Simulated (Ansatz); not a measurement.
CH8OSSi2 (`CO[SiH2]S[SiH3]`), relaxed with RKS PBE0-D4/def2-TZVP in Ansatz 0.2.0 from a PBE-D4/def2-SVP geometry. The force threshold is 0.005 eV/Å; the program also tests the step.

Charge 0, multiplicity 1.

Start:

```xyz
13

C    -2.052    0.165    0.435
O    -1.731   -0.027   -0.932
Si   -0.166   -0.059   -1.520
S     1.051   -1.545   -0.511
Si    2.096   -0.220    0.848
H    -1.551   -0.589    1.083
H    -1.765    1.180    0.795
H    -3.149    0.053    0.556
H     0.517    1.275   -1.342
H    -0.295   -0.442   -2.958
H     2.841   -1.107    1.804
H     1.134    0.647    1.616
H     3.070    0.669    0.124
```

(1) By how much does the energy fall, and how many steps does the optimiser take? (An estimate is asked.)

(2) Which bonds change most? (An estimate is asked.)

(3) Give the relaxed structure. (An estimate is asked.)

Results:

(1) Computed: 7.39 kJ/mol, in 9 steps.

(2) Ansatz gave: O2–Si3 from 1.672 to 1.633 Å; Si3–S4 from 2.170 to 2.139 Å; S4–Si5 from 2.167 to 2.136 Å; Si5–H13 from 1.504 to 1.484 Å.

(3) Ansatz gave: 
```xyz
13

C    -2.039    0.167    0.431
O    -1.696   -0.071   -0.916
Si   -0.163   -0.079   -1.479
S     1.063   -1.537   -0.506
Si    2.080   -0.214    0.828
H    -1.624   -0.606    1.086
H    -1.679    1.146    0.769
H    -3.127    0.149    0.511
H     0.481    1.247   -1.265
H    -0.264   -0.428   -2.910
H     2.859   -1.074    1.751
H     1.114    0.605    1.606
H     2.994    0.696    0.095
```
